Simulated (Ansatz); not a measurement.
Ansatz (a program for electronic structure) input (wB97X-V/def2-TZVP):

Ansatz 0.2 input:
```yaml
crystal:
  periodic: [false, false, false]
  atoms:
    - {symbol: Hf, position_ang: [-0.40819580, -0.12666415, -0.03516369]}
    - {symbol: H, position_ang: [-0.79755614, -1.15283455, 1.45642228]}
    - {symbol: H, position_ang: [-1.52904483, 1.34181036, -0.11508229]}
    - {symbol: H, position_ang: [-0.63891447, -1.12092563, -1.57701968]}
    - {symbol: S, position_ang: [1.89771070, 0.63033301, 0.09361968]}
    - {symbol: H, position_ang: [1.99224149, -0.03355971, 1.26955048]}
basis:
  gaussian:
    orbitals: def2-TZVP
hamiltonian:
  xc: {name: wB97X-V}
relax: {f_tol: 0.003, max_steps: 100}
```

Output:

```
Functional definition: wB97X-V
integrals: 0.06 GiB planned
805 factors; their error is unknown
integrals: 0.09 GiB planned
252 factors; integrals over basis functions are off by at most 2.0e-6 eV
mean field: 0.44 GiB planned
mean field evaluation 1: about -12203.3870 eV, gradient 2.0e1 eV
mean field evaluation 2: about -12204.2089 eV, gradient 1.7e1 eV
mean field evaluation 4: about -12204.9000 eV, gradient 4.9e-1 eV
mean field evaluation 8: about -12204.9219 eV, gradient 9.2e-2 eV
mean field evaluation 16: about -12204.9219 eV, gradient 4.8e-5 eV
mean field -12204.92187649 eV, -448.5226061677 hartree, gradient 4.8e-5 eV, S^2 0.000000; 0 other end points of the search recorded, 0 dependent functions left out
the calculation of the forces begins
reference -12204.92187445 eV, -448.5226060928 hartree; 16, 16 occupied and 85, 85 virtual orbitals, 805 factors
relax step   1: F+E_penalty+E_count = -12204.92187649 eV  Δ(F+E_penalty+E_count) = +0.000e0 eV  max|allowed force component| = 1.692e-1 eV/Å  Δτ_max = 0.0000 Å  (30 SCF iters, accepted)
these checks for a lower state are left out or cut short: starts, cluster_reference, orbital_swaps, neighbouring_geometries, increment
integrals: 0.06 GiB planned
805 factors; their error is unknown
integrals: 0.09 GiB planned
252 factors; integrals over basis functions are off by at most 2.0e-6 eV
mean field: 0.44 GiB planned
mean field -12204.92225742 eV, -448.5226201668 hartree, gradient 2.3e-5 eV, S^2 0.000000; 0 other end points of the search recorded, 0 dependent functions left out
the calculation of the forces begins
reference -12204.92225538 eV, -448.5226200919 hartree; 16, 16 occupied and 85, 85 virtual orbitals, 805 factors
relax step   2: F+E_penalty+E_count = -12204.92225742 eV  Δ(F+E_penalty+E_count) = -3.809e-4 eV  max|allowed force component| = 1.711e-1 eV/Å  Δτ_max = 0.0286 Å  (34 SCF iters, accepted)
these checks for a lower state are left out or cut short: starts, cluster_reference, orbital_swaps, neighbouring_geometries, increment
integrals: 0.06 GiB planned
805 factors; their error is unknown
integrals: 0.09 GiB planned
252 factors; integrals over basis functions are off by at most 2.0e-6 eV
mean field: 0.44 GiB planned
mean field evaluation 32: about -12204.9236 eV, gradient 2.2e-5 eV
mean field -12204.92364214 eV, -448.5226710543 hartree, gradient 2.2e-5 eV, S^2 0.000000; 0 other end points of the search recorded, 0 dependent functions left out
the calculation of the forces begins
reference -12204.92364010 eV, -448.5226709794 hartree; 16, 16 occupied and 85, 85 virtual orbitals, 805 factors
relax step   3: F+E_penalty+E_count = -12204.92364214 eV  Δ(F+E_penalty+E_count) = -1.385e-3 eV  max|allowed force component| = 2.124e-2 eV/Å  Δτ_max = 0.0200 Å  (33 SCF iters, accepted)
these checks for a lower state are left out or cut short: starts, cluster_reference, orbital_swaps, neighbouring_geometries, increment
integrals: 0.06 GiB planned
805 factors; their error is unknown
integrals: 0.09 GiB planned
252 factors; integrals over basis functions are off by at most 2.0e-6 eV
mean field: 0.44 GiB planned
mean field -12204.92374166 eV, -448.5226747116 hartree, gradient 1.6e-5 eV, S^2 0.000000; 0 other end points of the search recorded, 0 dependent functions left out
the calculation of the forces begins
reference -12204.92373962 eV, -448.5226746367 hartree; 16, 16 occupied and 85, 85 virtual orbitals, 805 factors
relax step   4: F+E_penalty+E_count = -12204.92374166 eV  Δ(F+E_penalty+E_count) = -9.952e-5 eV  max|allowed force component| = 8.816e-3 eV/Å  Δτ_max = 0.0067 Å  (35 SCF iters, accepted)
these checks for a lower state are left out or cut short: starts, cluster_reference, orbital_swaps, neighbouring_geometries, increment
integrals: 0.06 GiB planned
805 factors; their error is unknown
integrals: 0.09 GiB planned
252 factors; integrals over basis functions are off by at most 2.0e-6 eV
mean field: 0.44 GiB planned
mean field -12204.92375250 eV, -448.5226751100 hartree, gradient 1.6e-5 eV, S^2 0.000000; 0 other end points of the search recorded, 0 dependent functions left out
the calculation of the forces begins
reference -12204.92375047 eV, -448.5226750352 hartree; 16, 16 occupied and 85, 85 virtual orbitals, 805 factors
relax step   5: F+E_penalty+E_count = -12204.92375250 eV  Δ(F+E_penalty+E_count) = -1.084e-5 eV  max|allowed force component| = 1.579e-3 eV/Å  Δτ_max = 0.0029 Å  (35 SCF iters, accepted)
integrals: 0.06 GiB planned
805 factors; their error is unknown
integrals: 0.09 GiB planned
252 factors; integrals over basis functions are off by at most 2.0e-6 eV
mean field: 0.44 GiB planned
mean field evaluation 64: about -12204.9238 eV, gradient 5.5e-4 eV
mean field -12204.92375250 eV, -448.5226751100 hartree, gradient 1.6e-5 eV, S^2 0.000000; 1 other end points of the search recorded, 0 dependent functions left out
the calculation of the forces begins
reference -12204.92375047 eV, -448.5226750352 hartree; 16, 16 occupied and 85, 85 virtual orbitals, 805 factors
Total energy: -12204.92375047 eV, -448.5226750352 hartree
Atom 0 at    -0.398109    -0.118871    -0.042151 Å, force    -0.000165     0.000347    -0.000685 eV/Å
Atom 1 at    -0.766423    -1.141513     1.456306 Å, force     0.000655     0.000302    -0.000110 eV/Å
Atom 2 at    -1.531658     1.340181    -0.112652 Å, force    -0.000411     0.000090     0.000369 eV/Å
Atom 3 at    -0.641158    -1.123577    -1.575196 Å, force    -0.000188    -0.000527     0.000003 eV/Å
Atom 4 at     1.897021     0.627407     0.098129 Å, force     0.000788    -0.000652     0.001579 eV/Å
Atom 5 at     1.956569    -0.045468     1.267891 Å, force    -0.000679     0.000442    -0.001157 eV/Å
Dipole moment:    -0.030289    -0.089829     0.132881 e Å
```
